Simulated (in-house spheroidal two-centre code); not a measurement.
Computed with a spheroidal two-centre code. Model: one electron and two fixed point charges, non-relativistic, separated in prolate spheroidal coordinates (energies exact to about nine digits).

With r1 and r2 the distances to the charges and R their separation, ξ = (r1 + r2)/R and η = (r1 − r2)/R; m is the angular momentum about the axis. The force apart is −d(total energy)/dR, and minima and barriers are those of the total energy. The separation constant A is the eigenvalue of −d/dη(1−η²)d/dη + m²/(1−η²) − p²η² − R(Z2−Z1)η, with p² = −E R²/2 and E the electronic energy.

Command:
```bash
python run_two.py task.json out
```
Settings:
```
Z1                     1
Z2                     1
xi_nodes               0
eta_nodes              0
m                      1
```

Cost of the run: 0.7 s on 1 thread of Intel(R) Xeon(R) Processor @ 2.30GHz, with other jobs on the host.

**Energy curve, total energy includes the repulsion of the charges.**

Given: first charge 1; second charge 1; united atom label 2p pi u; nodes in ξ 0; nodes in η 0.

Computed: united atom energy -0.5 hartree; innermost minimum curvature 0.0013497 hartree/bohr²; innermost barrier distance 25.809 bohr; innermost barrier total energy -0.12486 hartree; innermost barrier curvature -4.6504e-06 hartree/bohr².

```csv
distance (bohr),electronic energy (hartree),total energy (hartree),kinetic energy (hartree),force apart (hartree/bohr)
0.12,-0.499523001,7.83381033,0.49857,69.437
0.215,-0.498487968,4.15267482,0.49552,21.619
0.387,-0.495272715,2.08870661,0.48627,6.6537
0.695,?,?,?,?
1.25,-0.463149909,0.336850091,0.40684,0.59495
2.24,-0.418057314,0.0283712572,0.31947,0.15529
3.75,-0.359108245,-0.0924415785,0.23186,0.037178
5.25,-0.314856634,-0.124380444,0.18095,0.010774
6.75,?,?,?,?
8.25,-0.25566224,-0.134450119,0.13128,-0.00038381
9.75,-0.235610282,-0.13304618,0.12047,-0.0012902
11.2,-0.22032537,-0.131039655,0.11536,-0.0013995
12.8,-0.207081162,-0.128956162,0.11397,-0.0011706
14.2,-0.197940436,-0.127517901,0.11501,-0.00088094
15.8,-0.189654586,-0.126363447,0.11732,-0.00057214
17.2,-0.183855558,-0.125716023,0.11946,-0.00036352
21.2,-0.172139594,-0.124969783,0.12347,-7.092e-05
29.3,-0.159002608,-0.124872915,0.12508,7.0812e-06
40.5,-0.14962975,-0.124938392,0.12509,3.8472e-06
56.1,-0.142799148,-0.124973836,0.12504,1.2613e-06
```

(1) What belongs in the row 0.695?

(2) What belongs in the row 6.75?

(3) What is the innermost minimum total energy?

(4) What is the innermost minimum distance?

**Where the electron sits, z along the axis from the midpoint, the separation constant A tends to l(l+1) at zero distance; at short distance the term in R(Z2−Z1)η can raise or lower it, and at long distance it falls (p² = -ER²/2).**

```tsv
distance (bohr)	mean z squared (bohr²)	mean squared distance from axis (bohr²)	separation constant
0.215	1.5123	6.0385	1.9977
0.387	1.5389	6.121	1.9926
0.695	1.6187	6.3627	1.9765
1.25	1.8459	7.0097	1.927
2.24	?	?	?
3.75	3.8182	11.201	1.4638
5.25	5.7691	13.977	1.0355
6.75	8.4881	16.676	0.4949
8.25	12.231	19.137	-0.17559
9.75	17.316	21.209	-1.0048
11.2	?	?	?
12.8	33.044	23.791	-3.341
14.2	42.906	24.248	-4.7789
15.8	55.992	24.388	-6.748
17.2	68.744	24.329	-8.7684
21.2	110.23	24.017	-16.065
29.3	215.38	23.886	-37.358
40.5	412.28	23.941	-80.51
56.1	790.05	23.976	-166.82
```

(5) What belongs in the row 2.24?

(6) What belongs in the row 11.2?

## Answers

(1) electronic energy (hartree): -0.486075552; total energy (hartree): 0.952773369; kinetic energy (hartree): 0.46143; force apart (hartree/bohr): 2.0348.

(2) electronic energy (hartree): -0.281390506; total energy (hartree): -0.133242358; kinetic energy (hartree): 0.15008; force apart (hartree/bohr): 0.0024946.

(3) -0.13451 hartree.

(4) 7.9307 bohr.

(5) mean z squared (bohr²): 2.4529; mean squared distance from axis (bohr²): 8.5251; separation constant: 1.7851.

(6) mean z squared (bohr²): 23.815; mean squared distance from axis (bohr²): 22.726; separation constant: -1.9927.
